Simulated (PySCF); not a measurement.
Excitations are Tamm–Dancoff values on a coarser integration grid. The basis has no diffuse functions, so Rydberg states are missing or too high.

Cartesian coordinates (Å):
```xyz
10

O      0.1738    -1.8161    -0.8704
C      0.0692    -0.7230    -0.3465
Si    -1.6638     0.1607    -0.2968
Si     1.6363     0.1261     0.4343
H     -2.6764    -0.6913    -0.9533
H     -1.5389     1.4683    -0.9849
H     -2.0165     0.4133     1.1212
H      1.3622     0.3778     1.8697
H      1.8398     1.4329    -0.2363
H      2.8143    -0.7488     0.2631
```
Charge 0, multiplicity 1.

Task: What is the computed S1 excitation (TDA), dipole moment, brightest of the four lowest singlets (TDA), HOMO–LUMO gap, T1 excitation (TDA), LUMO, total energy and HOMO (PBE-D3(BJ)/def2-TZVP // B3LYP-D3(BJ)/def2-TZVP (PySCF))?

Result: 
The S1 excitation (TDA) is 2.48 eV, the dipole moment is 1.65 D and the brightest of the four lowest singlets (TDA) is 4.69 eV. The HOMO–LUMO gap is 2.16 eV and the T1 excitation (TDA) is 1.75 eV. The LUMO is -3.09 eV, the total energy is -18925.78 eV and the HOMO is -5.25 eV.
